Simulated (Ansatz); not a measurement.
```yaml
crystal:
  periodic: [false, false, false]
  atoms:
    - {symbol: C, position_ang: [0.858324, -1.762859, 0.498916]}
    - {symbol: O, position_ang: [0.089586, -0.621517, 0.736626]}
    - {symbol: Mo, position_ang: [-0.342136, 0.992031, 0.066631]}
    - {symbol: O, position_ang: [-1.341294, 0.164065, -1.270143]}
    - {symbol: F, position_ang: [-0.647373, 2.509676, -0.955017]}
    - {symbol: F, position_ang: [0.522772, 2.091402, 1.270306]}
    - {symbol: F, position_ang: [1.279568, 0.868259, -0.839324]}
    - {symbol: F, position_ang: [-1.813921, 1.221048, 1.145118]}
    - {symbol: H, position_ang: [1.749450, -1.471989, -0.065343]}
    - {symbol: H, position_ang: [1.137988, -2.204102, 1.456861]}
    - {symbol: H, position_ang: [0.263024, -2.473444, -0.080148]}
    - {symbol: H, position_ang: [-1.755997, 0.687421, -1.964484]}
basis:
  gaussian: {orbitals: def2-TZVPP, fitting: {mean_field: cc-pVTZ-jkfit}}
total_charge: -1
magnetization: {spin_polarized: true, initial_magnetization: 1}
hamiltonian: {xc: {name: HF}}
correlation: {active_space: {window: {electrons: 6, orbitals: 2}}}
accuracy: high
output: {forces: true}
```

```sh
$ ansatz run in.yaml --threads 4 --pin off --events-out ev --progress --plain --max-ram 66560MiB --backend cuda --devices 0, --max-vram 37GiB
```

(1) How does Ansatz answer? (An estimate is asked.)

Answers

(1) Computed: The input was rejected before any iteration.
```
Error: invalid value for `correlation.active_space`: it starts from restricted Hartree–Fock orbitals; set hamiltonian.xc: hf without magnetization.spin_polarized
```
